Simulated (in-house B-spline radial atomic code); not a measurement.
**RPA and G0W0 on LDA exchange-only: Se II (Se+)**

Configuration [Ar] 3d10 4s2 4p3, highest spin, mean-field start LDA exchange-only. Computed with an all-electron radial atomic-structure program (B-spline basis): all electrons, scalar-relativistic (spin-free one-electron X2C), finite nucleus, each spin shell either full or empty, empty states to l = 9 with an (l + 1/2)⁻⁴ tail; G0W0 by contour deformation at full frequency.

Command:
```bash
python run_gw.py task.json out
```
Settings (radii: box in bohr, nucleus in fm):
```
Z                        34
electrons                33
configuration            [Ar] 3d10 4s2 4p3
hamiltonian              x2c
method                   lda,
lmax                     9
rms_radius               4.14
spin_polarised           True
box_radius               23.78
intervals                71
```

Time taken, with all properties: 5.9 s on 1 thread of Arm Neoverse N1 (shared host).

Energies (hartree):

```
                                     term        value
                         mean-field total  -2422.96208
Hartree-Fock functional on these orbitals  -2427.78953
                      direct second order      -2.8604
                    second-order exchange      0.83511
                         SOSEX correction      0.76008
```

(1) What is the RPA correlation energy, and what remains with SOSEX?

Quasi-particle levels (eV):

```
  level  occupied  mean field  Σx - vxc     Σc  QP weight     G0W0
  4p up       yes     -15.523     -5.96      ?          ?        ?
4s down       yes     -23.576     -4.98  -1.34      0.851  -29.898
4p down        no     -12.126      4.62  -2.64      0.913  -10.145
```

G0W0 = mean field + (Σx - vxc) + Σc, with Σc (partial-wave tail included) taken at the quasi-particle energy. Only the outer levels were computed. Levels of low weight are left out.

(2) Where does G0W0 put 4p up?

Results:

(1) RPA gives -2.4416 hartree (-2.01 eV per electron); RPA + SOSEX gives -1.6815, and the second-order doubles -2.0253 hartree (no singles). SOSEX takes back 31 % of the RPA value.

(2) At -21.376 eV, with Σc = 0.11 eV and a quasi-particle weight of 0.881. The tabulated removal energy is 21.196 ± 0.01 eV (NIST, measured); the calculation leaves out spin-orbit coupling, Breit and QED terms, and what these don't explain is the method's own error.
